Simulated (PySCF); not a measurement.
Electron correlation in N⁺ (nitrogen, charge +1)

[He] 2s2 2p1 3d1, one real determinant (an excited configuration). Computed with PySCF 2.14 in aug-cc-pwCVDZ (5s4p2d, 27 functions), with no relativity, point nucleus. Frozen: nothing; 6 electrons correlated.

MP2 pair energies summed by pair of shells (mhartree):

```csv
pair,energy,share (%)
2s-2s,-30.80,32.0
1s-1s,-21.69,22.5
2s-3d,-18.31,19.0
2s-2p,-17.89,18.6
1s-2s,-4.74,4.9
1s-2p,-1.62,1.7
2p-3d,-1.26,1.3
1s-3d,-0.05,0.1
```

Total MP2 correlation energy: -96.35 mhartree.

Same-spin part -8.46 and opposite-spin part -87.89 mhartree; SCS-MP2 scales them by 1/3 and 6/5 to -108.29 mhartree.

The reference is one real determinant that mixes LS terms of this configuration.
